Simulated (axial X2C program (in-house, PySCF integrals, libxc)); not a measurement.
Nuclear properties of CuOCu

Computed with an in-house all-electron X2C program for linear molecules (integrals from PySCF): two-component X2C with atomic mean-field Coulomb and Gaunt terms, Gaussian nuclei, basis Cu dyall-v3z, O dyall-av3z with contracted cores.

Cu–O–Cu held linear, with bonds 1.720 and 1.720 Å (near the PBE0 minimum at charge 0 of the determinant lowest at the starting distance; the state shown can have its own minimum elsewhere, held linear; other orders of the atoms were not compared).

Determinant lowest in the PBE0 search, Ω = 0 (closed shell), highest spinor 49% O p, 38% Cu d, 11% Cu p:

```json
{"level": "PBE0", "qzz Cu (a.u.)": "0.59", "qzz O (a.u.)": "1.44"}
{"level": "HF", "qzz Cu (a.u.)": "-0.86", "qzz O (a.u.)": "0.87"}
{"level": "PBE", "qzz Cu (a.u.)": "1.10", "qzz O (a.u.)": "1.60"}
```

Determinant 0.98 eV from it at PBE0 and this distance, Ω = 2 (⟨Sz⟩ = 1.00, ⟨Lz⟩ = 1.00 at PBE0), spin on the atoms Cu 0.38, O 0.24, Cu 0.38:

| level | A∥/gI Cu (MHz) | qzz Cu (a.u.) | A∥/gI O (MHz) | qzz O (a.u.) |
| --- | --- | --- | --- | --- |
| PBE0 | 532 | 0.06 | 154 | 0.51 |
| HF | 183 | -1.38 | 225 | -0.62 |
| PBE | 594 | 0.59 | 132 | 0.82 |

A∥ (defined per Ω) follows by multiplying with gI = μI/(I μN); qzz is the electric field gradient, eQq0 = 234.96 MHz × Q/barn × qzz. The operators were transformed with the bare-nucleus X2C matrices; with these basis sets, hyperfine constants and field gradients can be off by tens of per cent, and where levels differ in sign neither size nor sign is settled.

(1) With Q(17O) = -0.02558 barn (Q from Pyykkö, Mol. Phys. 2018), turn the PBE0 values of the first state into constants in MHz.

The molecule was held linear; bending was not examined, so a bent shape may lie lower.

Each state is one determinant with collinear spin, which with several unpaired electrons need not be a pure state. Unrestricted Hartree–Fock can overshoot spin polarisation at the nuclei. With several open shells hyperfine constants can be off by a factor of several. Open-shell Ω = 0 determinants with evenly filled partner blocks cannot be reached by this program, so the Ω shown need not be the lowest component. The search compared states at one distance, so a state with another bond length can lie lower. PBE0 term energies can be off by some tenths of an eV.

Results:

(1) eQq0(17O) = 234.96 × (-0.02558) × (1.44) = -8.65 MHz.
